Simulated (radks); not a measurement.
Species: Hg I. Configuration: [Hg].

Calculated with a radial shooting solver on a logarithmic mesh with Libxc functionals: Dirac Kohn-Sham, RPBE, spin-unpolarised, spherical densities, finite nucleus; Fermi nuclear charge, rms radius 5.4648 fm.

Energy parts (hartree):
total: -19657.9098
kinetic: 22662.2789
electron-nucleus: -49580.6574
Hartree: 7634.6769
exchange-correlation: -374.2081

Orbitals (lengths in bohr, moments of r in powers of bohr; r(max) is where P^2 peaks; r(90%) holds 90 % of the orbital's charge):
[
 {"orbital": "1s1/2", "occ.": "2", "eigenvalue (hartree)": "-3050.145", "<r^2>": "0.0003810", "r(max)": "0.01022", "r(90%)": "0.0304", "<1/r>": "97.51", "small-component weight": "9.25e-02"},
 {"orbital": "2s1/2", "occ.": "2", "eigenvalue (hartree)": "-540.1773", "<r^2>": "0.005741", "r(max)": "0.05936", "r(90%)": "0.109", "<1/r>": "24.02", "small-component weight": "2.13e-02"},
 {"orbital": "2p1/2", "occ.": "2", "eigenvalue (hartree)": "-518.3986", "<r^2>": "0.004054", "r(max)": "0.04362", "r(90%)": "0.0950", "<1/r>": "23.98", "small-component weight": "2.14e-02"},
 {"orbital": "2p3/2", "occ.": "4", "eigenvalue (hartree)": "-446.8321", "<r^2>": "0.005240", "r(max)": "0.05111", "r(90%)": "0.107", "<1/r>": "19.41", "small-component weight": "1.89e-02"},
 {"orbital": "3s1/2", "occ.": "2", "eigenvalue (hartree)": "-128.1726", "<r^2>": "0.03725", "r(max)": "0.1670", "r(90%)": "0.265", "<1/r>": "8.815", "small-component weight": "7.12e-03"},
 {"orbital": "3p1/2", "occ.": "2", "eigenvalue (hartree)": "-118.3316", "<r^2>": "0.03392", "r(max)": "0.1558", "r(90%)": "0.257", "<1/r>": "8.729", "small-component weight": "7.06e-03"},
 {"orbital": "3p3/2", "occ.": "4", "eigenvalue (hartree)": "-102.4792", "<r^2>": "0.04031", "r(max)": "0.1709", "r(90%)": "0.279", "<1/r>": "7.537", "small-component weight": "6.36e-03"},
 {"orbital": "3d3/2", "occ.": "4", "eigenvalue (hartree)": "-86.14302", "<r^2>": "0.03086", "r(max)": "0.1330", "r(90%)": "0.252", "<1/r>": "7.435", "small-component weight": "6.24e-03"},
 {"orbital": "3d5/2", "occ.": "6", "eigenvalue (hartree)": "-82.74603", "<r^2>": "0.03259", "r(max)": "0.1372", "r(90%)": "0.258", "<1/r>": "7.166", "small-component weight": "6.05e-03"},
 {"orbital": "4s1/2", "occ.": "2", "eigenvalue (hartree)": "-28.17916", "<r^2>": "0.1800", "r(max)": "0.3763", "r(90%)": "0.573", "<1/r>": "3.734", "small-component weight": "2.42e-03"},
 {"orbital": "4p1/2", "occ.": "2", "eigenvalue (hartree)": "-23.95317", "<r^2>": "0.1833", "r(max)": "0.3742", "r(90%)": "0.583", "<1/r>": "3.625", "small-component weight": "2.33e-03"},
 {"orbital": "4p3/2", "occ.": "4", "eigenvalue (hartree)": "-20.12647", "<r^2>": "0.2154", "r(max)": "0.4053", "r(90%)": "0.631", "<1/r>": "3.212", "small-component weight": "2.06e-03"},
 {"orbital": "4d3/2", "occ.": "4", "eigenvalue (hartree)": "-13.20948", "<r^2>": "0.2263", "r(max)": "0.3976", "r(90%)": "0.660", "<1/r>": "3.011", "small-component weight": "1.86e-03"},
 {"orbital": "4d5/2", "occ.": "6", "eigenvalue (hartree)": "-12.49589", "<r^2>": "0.2377", "r(max)": "0.4071", "r(90%)": "0.676", "<1/r>": "2.916", "small-component weight": "1.79e-03"},
 {"orbital": "5s1/2", "occ.": "2", "eigenvalue (hartree)": "-4.32533", "<r^2>": "0.9147", "r(max)": "0.8290", "r(90%)": "1.29", "<1/r>": "1.523", "small-component weight": "6.21e-04"},
 {"orbital": "4f5/2", "occ.": "6", "eigenvalue (hartree)": "-3.59637", "<r^2>": "0.2772", "r(max)": "0.3644", "r(90%)": "0.767", "<1/r>": "2.553", "small-component weight": "1.42e-03"},
 {"orbital": "4f7/2", "occ.": "8", "eigenvalue (hartree)": "-3.44230", "<r^2>": "0.2851", "r(max)": "0.3689", "r(90%)": "0.777", "<1/r>": "2.516", "small-component weight": "1.39e-03"},
 {"orbital": "5p1/2", "occ.": "2", "eigenvalue (hartree)": "-2.93193", "<r^2>": "1.069", "r(max)": "0.8737", "r(90%)": "1.41", "<1/r>": "1.396", "small-component weight": "5.35e-04"},
 {"orbital": "5p3/2", "occ.": "4", "eigenvalue (hartree)": "-2.26220", "<r^2>": "1.295", "r(max)": "0.9528", "r(90%)": "1.55", "<1/r>": "1.243", "small-component weight": "4.50e-04"},
 {"orbital": "5d3/2", "occ.": "4", "eigenvalue (hartree)": "-0.40238", "<r^2>": "2.533", "r(max)": "1.143", "r(90%)": "2.27", "<1/r>": "0.9111", "small-component weight": "2.51e-04"},
 {"orbital": "5d5/2", "occ.": "6", "eigenvalue (hartree)": "-0.33497", "<r^2>": "2.800", "r(max)": "1.180", "r(90%)": "2.40", "<1/r>": "0.8694", "small-component weight": "2.31e-04"},
 {"orbital": "6s1/2", "occ.": "2", "eigenvalue (hartree)": "-0.24684", "<r^2>": "8.470", "r(max)": "2.205", "r(90%)": "4.09", "<1/r>": "0.4740", "small-component weight": "6.81e-05"}
]

The highest occupied level is 6s1/2 at -6.717 eV. For comparison, the ionisation energy in NIST's Atomic Spectra Database is 10.438 eV (measured). In exact Kohn-Sham theory the highest level is minus the ionisation energy, but local and semilocal functionals leave it too shallow, through self-interaction and a potential that decays too fast; potentials with the right tail come closer.
